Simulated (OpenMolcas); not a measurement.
Pd5+ among 6 point charges of -1 e arranged as an octahedron (Oh).

* Program: OpenMolcas 26.06
* Method: CASSCF
* Basis: ANO-RCC-VDZP [6s5p3d1f]
* Scalar Hamiltonian: DKH2, point nucleus
* Active space: 5 electrons in 5 orbitals (4d)
* State averaging: 2S+1 = 6 even, 1 root; 2S+1 = 4 even, 24 roots; 2S+1 = 2 even, 75 roots
* Spin-orbit coupling: state interaction with AMFI integrals over the reference wave functions

All point charges move together. At R = 1.96 Å |10Dq| is 2653 cm-1, and at R = 2.3 Å it is 1166 cm-1.

A third run gives 1660 cm-1. What distance was it run at?

With a power law R^-n the two known points give n = -ln(1166 / 2653) / ln(2.3 / 1.96) = 5.14. Then R = 1.96 × (2653 / 1660)^(1/5.14) = 2.147 Å. The run was at 2.15 Å, so the estimate is off by -0.003 Å.

Without dynamic correlation the repulsion within the d shell is too large (B by tens of per cent), so at a given field states of lower spin stand too high. Point charges give a weaker field than real ligands, and real ions of this kind are as a rule low spin; the high spin found here belongs to the model. This field is weak: 10Dq is about 2653 cm-1, while octahedral complexes of 4d ions of charge 3 and more, computed by the same method with explicit ligands, had a median near 25000 cm-1. Ground spin and moment need not be those of a real site (figures for R = 1.96; the like holds for R = 2.15, R = 2.3). Point charges carry no covalency, so the field is a model and not that of real ligands. A group larger than the point group allows holds several states that coincide in this model. No measured value stands beside these numbers.
